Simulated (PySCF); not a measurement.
## O²⁺ (oxygen, charge +2) across methods

[He] 2s1 2p3, high-spin 5S determinant (an excited configuration). Calculation: PySCF 2.14, in aug-cc-pCVTZ-DK with one added diffuse shell each of s, p, d, f type (8s7p5d3f, 75 functions); the spin-free X2C one-electron Hamiltonian (Gaussian nucleus).

```tsv
method	E (hartree)	mean ε 1s β (eV)	mean ε 2s α (eV)	mean ε 2p α (eV)	Σ⟨r²⟩ (bohr²)	⟨S²⟩
UHF	-72.94838	-600.18	-77.077	-56.900	4.902	6.000
B97-3	-73.0286	-566.39	-65.301	-48.739	4.941	6.000
CAM-B3LYP	-73.0070	-565.19	-66.104	-49.913	4.971	6.000
PBE0	-72.9922	-564.94	-65.135	-48.687	4.956	6.000
LDA	-72.4832	-548.94	-60.498	-45.726	5.006	6.000
PBE	-72.9704	-552.94	-61.004	-45.784	4.986	6.000
r2SCAN	-73.0595	-558.20	-63.121	-46.823	4.928	6.000
wB97X-V	-73.0248	-565.78	-67.361	-50.981	4.983	6.000
TPSSh	-73.0557	-560.99	-63.276	-47.113	4.957	6.000
```
